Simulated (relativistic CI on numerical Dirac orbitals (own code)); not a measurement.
**What each ingredient does to the levels of Co24+**

Base calculation: Dirac-Coulomb-Breit CI, separate exchange-only KLI orbitals for each configuration, QED by a radiative potential, unscaled Slater integrals.

Configurations in the expansion (outside the closed core 1s2): 2s, 2p, 3s, 3p, 3d, 4s, 4p, 4d, 4f, 5s, 5p, 5d, 5f, 5g, 6s, 6p, 6d. Levels of other configurations are missing.

Variants: (1) configuration mixing switched off. Shifts of the energy above 2s 2S_1/2, in eV, for the lowest level and the first level of each name with at least 55 % of one term (blank where a level changes its place among those of its configuration and J or its character, or is not in the variant):

```csv
Level,Base,Δ(1)
2s 2S_1/2,0.00,0.00
2p 2P°_1/2,50.91,0.00
2p 2P°_3/2,69.70,0.00
3s 2S_1/2,1246.02,0.00
3p 2P°_1/2,1260.16,0.00
3p 2P°_3/2,1265.71,0.00
3d 2D_3/2,1270.98,0.00
3d 2D_5/2,1272.74,0.00
4s 2S_1/2,1675.34,0.00
4p 2P°_1/2,1681.16,0.00
4p 2P°_3/2,1683.50,0.00
4d 2D_3/2,1685.68,0.00
4d 2D_5/2,1686.42,0.00
4f 2F°_5/2,1686.54,0.00
```

At this charge energies of transitions that change n are usually good to better than 1 %, and those within a shell (Δn = 0) to a few per cent.

Ionisation energy from the two ground configurations alone: base 2218.65 eV. The NIST ASD value (theoretical) is 2218.88 eV.
